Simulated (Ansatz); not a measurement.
Basis-set extrapolation for C₂H₄OSi, SMILES `O[SiH]1C=C1` (PBE0-D4/def2-TZVP geometry, frozen core, Ansatz). Multiplicity 1, RHF reference.

```
                      def2-TZVPP   def2-QZVPP
                 HF  -441.916186  -441.932533
    MP2 correlation    -0.666971    -0.715896
CCSD(T) correlation    -0.722319      not run
```

Energies in hartree. Use E(X) = E(∞) + A·exp(−7.88·√X) for Hartree–Fock and E(X) = E(∞) + B·X^(−2.97) for correlation, with X = 3 and 4, and add CCSD(T) minus MP2 of the smaller set to the MP2 limit.

**Question.** What is the CCSD(T) energy at the basis-set limit?

**Answer.** HF limit: -441.932533 + (-0.016347) × 0.13774 = -441.93478. MP2 limit: -0.715896 + (-0.048925) × 0.74074 = -0.75214. Higher-order term: -0.722319 − (-0.666971) = -0.05535. Total: -442.74227 hartree, 272.4 kJ/mol below CCSD(T)/def2-TZVPP.
